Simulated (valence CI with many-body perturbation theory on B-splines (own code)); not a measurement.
Results of a calculation; reference values are marked as such.
**Hyperfine factors and g values of Ag39+**

Level of theory: configuration interaction combined with many-body perturbation theory (CI+MBPT): six valence electrons over a frozen Dirac-Fock core [He], a basis of 9 s, 9 p, 8 d, 6 f, 3 g, 1 h functions for each j, with the one-electron correlation potential Σ1, the two-electron term Σ2, the three-electron term Σ3, Breit, model QED; selected CI, second order for the rest, scaled by the run's own slope (own B-spline code, finite nucleus).

The last digits are not significant, and no measured levels were compared; by estimate large intervals hold to a few tenths of a per cent, small ones and those within an open d or f shell to about a per cent. Among the levels kept, up to 2200 cm⁻¹ of a level comes from second order outside the variational space, and about a tenth of that is noise between levels of different J, which matters for small intervals.

A/g_I is the dipole constant over the nuclear g factor μ/I (μ in nuclear magnetons, uniformly magnetised nucleus), B/Q the quadrupole constant per barn. Both hold the static response of the core; the bare values leave it out. Large factors of s and p1/2 electrons are usually good to 5 to 10 %; those of open d and f shells near neutrality can be off by tens of per cent, and small factors of p3/2, d and f electrons come from cancelling terms and can be off by a factor of two or in sign, in half-filled shells by more. B is blank for J = 1/2, where it vanishes, and for nearly pure S terms. Energies count from the lowest level. Levels with J = 0 are left out.

Levels are named by their leading jj configuration (3d3/2^4 stands for four electrons in 3d with j = 3/2), which in mixed levels can hold well under half, so a name can repeat and another be missing. Letters in brackets count levels of one name in rising energy.

```csv
Level,E (eV),g,A/g_I (MHz),A/g_I bare,B/Q (MHz/b),B/Q bare
(2s^2 2p1/2^2 2p3/2^2) J=2,0.0,1.349,182000,188000,64300,64400
(2s^2 2p1/2 2p3/2^3) J=1,178.5,1.489,-55600,-46300,-176000,-177000
(2s^2 2p1/2 2p3/2^3) J=2,193.7,1.124,434000,435000,-419000,-420000
(2s 2p1/2^2 2p3/2^3) J=2,395.5,1.487,1040000,1030000,-351000,-352000
(2s 2p1/2^2 2p3/2^3) J=1,437.8,1.254,-569000,-546000,-60200,-60400
(2s 2p1/2 2p3/2^4) J=1,611.0,1.217,2280000,2250000,-114000,-114000
(2s^2 2p1/2^2 2p3/2 3s) J=2,3289.8,1.556,378000,381000,312000,313000
(2s^2 2p1/2^2 2p3/2 3s) J=1,3295.7,1.221,-23900,-12500,168000,168000
(2s^2 2p1/2^2 2p3/2 3p1/2) J=1,3352.9,1.540,140000,150000,155000,155000
(2s^2 2p1/2^2 2p3/2 3p1/2) J=2,3354.6,1.238,210000,215000,297000,298000
(2s^2 2p1/2^2 2p3/2 3p3/2) J=3,3404.4,1.368,112000,117000,396000,397000
(2s^2 2p1/2^2 2p3/2 3p3/2) J=1,3404.6,1.414,111000,116000,-155000,-155000
(2s^2 2p1/2^2 2p3/2 3p3/2) J=2,3419.6,1.328,118000,122000,32100,32200
(2s^2 2p1/2 2p3/2^2 3s) J=2 [a],3456.8,1.571,234000,238000,89700,89900
(2s^2 2p1/2 2p3/2^2 3s) J=1 [a],3463.6,1.297,-249000,-236000,28500,28500
(2s^2 2p1/2 2p3/2^2 3s) J=3,3474.7,1.318,462000,462000,7160,7170
(2s^2 2p1/2^2 2p3/2 3d3/2) J=2,3474.8,1.038,106000,110000,-6570,-6560
(2s^2 2p1/2^2 2p3/2 3d3/2) J=3,3479.2,1.161,115000,119000,264000,265000
(2s^2 2p1/2 2p3/2^2 3s) J=2 [b],3480.2,1.051,292000,297000,-20600,-20700
(2s^2 2p1/2^2 2p3/2 3d3/2) J=1,3481.3,1.170,95800,99400,-126000,-127000
(2s^2 2p1/2^2 2p3/2 3d5/2) J=4,3490.3,1.275,71000,73700,307000,308000
(2s^2 2p1/2^2 2p3/2 3d5/2) J=2,3497.2,1.270,28700,29700,-214000,-215000
(2s^2 2p1/2 2p3/2^2 3s) J=1 [b],3501.9,1.294,966000,956000,-8510,-8520
(2s^2 2p1/2^2 2p3/2 3d5/2) J=3,3508.4,1.178,73900,75900,-3110,-2960
(2s^2 2p1/2^2 2p3/2 3d5/2) J=1,3513.7,1.012,7950,2250,25200,25400
(2s^2 2p1/2 2p3/2^2 3p1/2) J=1 [a],3518.8,1.628,-79200,-68200,36000,36100
(2s^2 2p1/2 2p3/2^2 3p1/2) J=2 [a],3525.4,1.209,209000,214000,13100,13100
(2s^2 2p1/2 2p3/2^2 3p1/2) J=3,3539.0,1.110,376000,378000,-12800,-12800
(2s^2 2p1/2 2p3/2^2 3p1/2) J=2 [b],3557.9,1.342,270000,275000,49200,49300
(2s^2 2p1/2 2p3/2^2 3p1/2) J=1 [b],3561.4,0.681,744000,739000,-7020,-7030
(2s^2 2p1/2 2p3/2^2 3p3/2) J=3 [a],3570.2,1.381,36600,41500,191000,192000
(2s^2 2p1/2 2p3/2^2 3p3/2) J=2 [a],3571.4,1.403,-20100,-14000,35300,35400
```

Question: Take the isotope of mass number 107, with I = 1/2, μ = -0.11352 μN. What is the hyperfine structure of (2s^2 2p1/2^2 2p3/2 3s) J=2?

Answer: From the table A = -85800 MHz. Shifts from the centre of gravity in MHz: F = 3/2: 129000, F = 5/2: -85800.
